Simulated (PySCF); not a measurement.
## `C#C[Si@H]([SiH3])[O][GeH3]`, C2H8GeOSi2

Cartesian coordinates in Å; atom numbers follow the order of the lines, from 1:
```xyz
14

C    -1.7885    2.4182    0.7729
C    -1.2219    1.6203    0.0731
Si   -0.3269    0.3540   -0.9564
Si   -1.2545   -1.7395   -0.6599
O     1.2506    0.3557   -0.5022
Ge    2.3626   -0.0117    0.7624
H    -2.2845    3.1236    1.3773
H    -0.2083    0.9076   -2.3125
H    -0.2972   -2.8384   -0.8537
H    -2.3411   -1.9470   -1.6222
H    -1.8269   -1.9382    0.6786
H     3.6513    0.5778    0.2851
H     1.8622    0.6243    2.0248
H     2.4223   -1.5073    0.8855
```

Method used: PySCF, GIAO revPBE/pcseg-1 magnetisability, rotational g tensor and spin-rotation constants, non-relativistic, gas phase. Geometry: GFN2-xTB.

The calculation is non-relativistic, which matters for the atoms heavier than Zn.

Q: What are the magnetisability and the molar susceptibility?

A: Isotropic -1399 × 10⁻³⁰ J/T², or -84.2 × 10⁻⁶ cm³/mol; principal values -1505, -1360, -1332 × 10⁻³⁰ J/T², anisotropy 160 × 10⁻³⁰ J/T² (root of half the summed squared differences of the principal values). The susceptibility is in cgs units.

Q: Split it along the inertial axes a, b, c into diamagnetic and paramagnetic parts about the centre of mass, with the quadrupole moment.

A: 
| axis | χ (10⁻⁶ cm³/mol) | diamagnetic (10⁻⁶ cm³/mol) | paramagnetic (10⁻⁶ cm³/mol) | summed x² of all electrons (Å²) | quadrupole Θ (D Å) |
| --- | --- | --- | --- | --- | --- |
| a | -89.8 | -810.1 | 720.3 | 289.2 | +1.43 |
| b | -81.7 | -1414.6 | 1332.9 | 146.7 | +2.15 |
| c | -81.2 | -1849.2 | 1768.0 | 44.3 | -3.58 |

Anisotropies 2χaa − χbb − χcc = -16.8 and 2χbb − χaa − χcc = +7.6 × 10⁻⁶ cm³/mol. Θ is traceless in Buckingham's convention.

Q: And the rotational g tensor?

A: 
| axis | rotational constant (GHz) | g | nuclear part | electronic part |
| --- | --- | --- | --- | --- |
| a | 1.7693 | -0.0189 | 0.5798 | -0.5987 |
| b | 0.8498 | -0.0125 | 0.5197 | -0.5322 |
| c | 0.6464 | -0.0086 | 0.5283 | -0.5369 |

Asymmetric top; isotopes 12C, 74Ge, 1H, 16O, 28Si; no vibrational averaging.
